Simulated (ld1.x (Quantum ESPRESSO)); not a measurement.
V (Z = 23): excitation energies, all-electron against PAW

vanadium (V), PAW, made with ld1.x (Quantum ESPRESSO) 7.5 (PBE, scalar-relativistic). Core [Ar], reference 3d3 4s2 4p0. Waves: 4s (bound): rcut 2.40, rcutus 3.00 bohr; 4s channel at 0.25 Ry: rcut 2.40, rcutus 3.00 bohr; 4p (bound, empty): rcut 2.85, rcutus 3.55 bohr; 4p channel at 0.65 Ry: rcut 2.85, rcutus 3.55 bohr; 3d (bound): rcut 1.30, rcutus 1.55 bohr; 3d channel at 0.85 Ry: rcut 1.30, rcutus 1.55 bohr. Local part: all-electron potential smoothed inside 2.90 bohr (lloc = -1). Core correction: Bessel-smoothed model core, default radius (core density twice the valence density). Augmentation charge: BESSEL, radius 1.30 bohr.

Energies are relative to the spin-unpolarised reference configuration 3d3 4s2 4p0; without spin polarisation the order of configurations can differ from experiment.

```json
{"valence configuration": "3d3 4s1 4p0", "charge": "+1", "ΔE all-electron (eV)": "7.735", "error AE − PS (meV)": "-1.7"}
{"valence configuration": "3d2 4s0 4p0", "charge": "+3", "ΔE all-electron (eV)": "50.928", "error AE − PS (meV)": "-527"}
{"valence configuration": "3d3 4s1.5 4p0", "charge": "+0.5", "ΔE all-electron (eV)": "3.092", "error AE − PS (meV)": "-0.5"}
{"valence configuration": "3d2 4s2 4p1", "charge": "0", "ΔE all-electron (eV)": "5.778", "error AE − PS (meV)": "-176"}
{"valence configuration": "3d4 4s0 4p0", "charge": "+1", "ΔE all-electron (eV)": "7.197", "error AE − PS (meV)": "-140"}
```

Problem. What are ΔE and the potential's error for 3d3 4s0 4p0?

Solution. ΔE = 22.031 eV all-electron; the error (AE − PS) is -10 meV.

Problem. What are ΔE and the potential's error for 3d3 4s0 4p2?

Solution. ΔE = 6.855 eV all-electron; the error (AE − PS) is -4.2 meV.
